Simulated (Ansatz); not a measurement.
Consider the ligand exchange at the Si–I bond: `C[Si](F)(Cl)I` + H₂S → `C[Si](F)(S)Cl` + HI.

Isolated molecules relaxed with PBE0-D4/def2-TZVP in Ansatz; ΔE leaves out vibrations. CCSD(T)/CBS adds triple-zeta CCSD(T) − MP2 to the extrapolated MP2 energy (def2 sets, frozen cores). This one scheme is used for every species. Elements past krypton have def2 core potentials. For I outer-core shells are correlated without core-valence functions, which leaves a few kJ/mol of doubt a bond. Each species was taken in one conformer, which may not be the lowest.

`C[Si](F)(Cl)I`:

Cartesian coordinates in Å:
```
C -0.765 -0.215 0.693
Si 0.631 0.061 -0.473
F 1.982 -0.476 0.167
Cl 0.347 -0.964 -2.210
I 0.949 2.414 -0.965
H -0.862 -1.283 0.905
H -0.584 0.319 1.627
H -1.699 0.144 0.257
```

H₂S:

```xyz
3

S    -0.575   -0.217    0.080
H     0.454   -0.577   -0.702
H     0.121    0.794    0.622
```

`C[Si](F)(S)Cl`:

```xyz
9

C     0.633    0.647   -0.776
Si   -0.606    0.006    0.428
F    -0.375    0.759    1.812
S    -0.557   -2.089    0.723
Cl   -2.509    0.417   -0.183
H     0.537    1.731   -0.870
H     1.647    0.419   -0.437
H     0.484    0.192   -1.757
H     0.746   -2.083    1.060
```

HI:

Cartesian coordinates in Å:
```
I -0.019 -0.753 0.283
H 0.019 0.753 -0.283
```

```tsv
species	MP2/CBS(def2) energy (Eh)
`C[Si](F)(Cl)I`	-1186.09046
H₂S	-398.94045
`C[Si](F)(S)Cl`	-1286.97092
HI	-298.04838
```

(1) Work out ΔE.

Largest T1 diagnostic among the species: 0.011.

Answers

(1) ΔE = (-1286.97092) + (-298.04838) − (-1186.09046) − (-398.94045) = 0.01161 Eh = +0.32 eV. CCSD(T)/CBS gives +0.25 eV.

Leaving LDA and LC-ωPBE aside and taking each functional with its dispersion term where it has one, the values, not all of them listed here, spread over 0.09 eV, from B97M-V to BHLYP-D4. At CCSD(T), def2-SVP lies −0.08 eV from the extrapolated value and def2-TZVPP −0.07 eV.
